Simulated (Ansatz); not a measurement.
Reaction (formal exchange of groups at the Al–Si bond): `[CH3][Al]([F])[SiH2]F` + `C=C(F)CCl` → `[CH3][Al]([F])[F]` + `C=C(CCl)[SiH2]F`

Gas-phase electronic energies from Ansatz, PBE0-D4/def2-TZVP geometries. CBS: MP2 limit from def2 TZ/QZ plus the TZ coupled-cluster correction, frozen cores. Functionals use def2-TZVPP. One conformer a species, not always the lowest.

`[CH3][Al]([F])[SiH2]F`:

```xyz
10

C     0.351   -1.766   -0.816
Al   -0.696   -0.221   -0.289
F    -2.306   -0.183   -0.678
Si    0.071    1.781    0.931
F     1.646    1.632    1.259
H    -0.072   -2.684   -0.395
H     0.343   -1.885   -1.904
H     1.391   -1.690   -0.491
H    -0.098    3.040    0.152
H    -0.630    1.976    2.232
```

`C=C(F)CCl`:

```xyz
9

C    -0.081   -1.133   -0.885
C    -0.066   -0.447    0.243
F    -0.321   -1.051    1.411
C     0.243    0.991    0.396
Cl   -1.181    1.916    0.955
H    -0.294   -2.194   -0.889
H     0.118   -0.634   -1.822
H     0.560    1.413   -0.554
H     1.022    1.139    1.145
```

`[CH3][Al]([F])[F]`:

```xyz
7

C     0.856    0.297    0.005
Al   -0.968   -0.320   -0.005
F    -1.334   -1.918   -0.131
F    -2.246    0.707    0.112
H     0.915    1.383    0.098
H     1.410   -0.151    0.835
H     1.368    0.001   -0.914
```

`C=C(CCl)[SiH2]F`:

Z-matrix (Å, degrees):
```
C
C 1 1.491
Cl 1 1.796 2 110.8
H 1 1.091 2 111.5 3 117.0
H 1 1.090 2 112.4 3 -120.0
C 2 1.331 1 120.9 3 131.6
Si 2 1.867 1 118.6 3 -49.5
H 6 1.085 2 121.6 1 177.1
H 6 1.088 2 121.8 1 -2.2
F 7 1.604 2 107.1 1 -161.2
H 7 1.479 2 113.0 1 81.2
H 7 1.484 2 110.3 1 -43.4
```

Task: Is it downhill or uphill in electronic energy at CCSD(T)/CBS, and by how much? (Estimate.)

Result: Computed: Downhill: ΔE = -277.8 kJ/mol.

Task: What do these levels give: ωB97X-V, r2SCAN, MP2/def2-TZVPP, MP2/def2-QZVPP, HF/CBS(def2), MP2/CBS(def2)? (Best estimate.)

Result: The calculation gave: ωB97X-V -257.1, r2SCAN -258.2, MP2/def2-TZVPP -293.3, MP2/def2-QZVPP -297.1, HF/CBS(def2) -269.8, MP2/CBS(def2) -298.3 kJ/mol.

Largest T1 diagnostic among the species: 0.012.

From PBE to PBE0 (25 % exact exchange), in def2-TZVPP and without D4, ΔE moves by −10.6 kJ/mol. In def2-TZVPP, CCSD(T) changes the Hartree–Fock value by −6.0 kJ/mol (the triples alone add +0.1 kJ/mol) and MP2 by −26.5 kJ/mol. The D4 term adds −9.0 kJ/mol with B3LYP and −4.7 kJ/mol with PBE0; it sums over pairs of atoms, weighted by their polarisabilities, and B3LYP, whose exchange is more repulsive, gets the larger term.

B3LYP here is the variant with VWN-RPA as its local correlation; programs differ in this.
